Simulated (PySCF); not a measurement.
Working out the ionisation energy of Ir

Ir [Xe] 4f14 5d7 6s2 (4F) → Ir⁺ [Xe] 4f14 5d7 6s1 (5F). Calculation: PySCF 2.14, in def2-TZVP with the def2 core potential (60 electrons) (6s4p3d1f, 40 functions); a scalar-relativistic core potential. Frozen: 5s2 5p6. Energies in hartree (1 hartree = 27.21139 eV):

```csv
part,Ir (lower),Ir⁺ (upper)
UHF,-103.443214,-103.185038
MP2 opposite-spin,-0.114071,-0.071922
MP2 same-spin,-0.065297,-0.059565
```

Q: What does Hartree-Fock give?

A: (-103.185038) − (-103.443214) = 0.258176 hartree = 7.025 eV.

Q: What do MP2 and SCS-MP2 (6/5 opposite-spin, 1/3 same-spin) give?

A: The opposite-spin parts differ by 1.147 eV and the same-spin parts by 0.156 eV. MP2: 7.025 + (1.147) + (0.156) = 8.328 eV. SCS-MP2: 7.025 + 1.2 × (1.147) + (0.156)/3 = 8.453 eV.

Measured between the centres of the two terms (NIST): 8.926 eV, so MP2 (valence) is off by -0.598 eV.

What remains against the reference includes basis incompleteness, the frozen core and correlation beyond second order.
